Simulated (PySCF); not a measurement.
**A search over the determinants of HgF⁺**

Unrestricted PBE0; PySCF, scalar-relativistic core potentials, basis sets Hg def2-SVP with ECP60, F def2-SVP. Outer shells of the fragments: Hg+ 5d10 6s1; F 2s2 2p5.

Followed along the bond (rough minima from three points):

```csv
2Ms+1,unpaired,⟨S²⟩ at the start,R at minimum (Å),Te (eV)
1,none,0.00,1.94,0.00
3,"σ ↑, π ↑",2.00,none in the scan,≤ 1.45
```

Solutions found at the starting distance of 2.090 Å, counted from the lowest of them; the search is not exhaustive and high or unbound solutions are not listed, so other states can lie among these:

```
2Ms+1  unpaired   term  E (eV)  ⟨S²⟩  ⟨Lz²⟩  μ (D)
    1      none    ¹Σ⁺    0.00  0.00   0.00  -3.82
    3  σ ↑, π ↑     ³Π    1.58  2.00   1.00   0.81
    1  σ ↓, π ↑  mixed    1.69  1.00   1.00   0.80
    3      σ ↑↑    ³Σ⁺    1.99  2.00   0.00  -0.38
    3  σ ↑, δ ↑     ³Δ    6.29  2.01   4.00  -2.33
    1  σ ↑, δ ↓  mixed    6.37  1.01   4.00  -2.13
    1      π ↑↓  mixed    7.32  1.00   2.01   1.94
    1  π ↑, δ ↓  mixed    7.70  1.00   5.01   0.97
    3      π ↑↑  mixed    8.40  2.00   2.01   0.66
    3      π ↑↑  mixed    8.50  2.00   2.01   0.70
```

A term symbol is given only where ⟨S²⟩ and ⟨Lz²⟩ are close to those of a pure state; real π, δ and φ orbitals otherwise mix terms. A positive dipole points towards F; it is taken about the centre of mass and depends on that origin.

Spin–orbit coupling is left out. Counting both spins, an empty level lies below a filled one in some of these solutions, because spin and occupation are held.
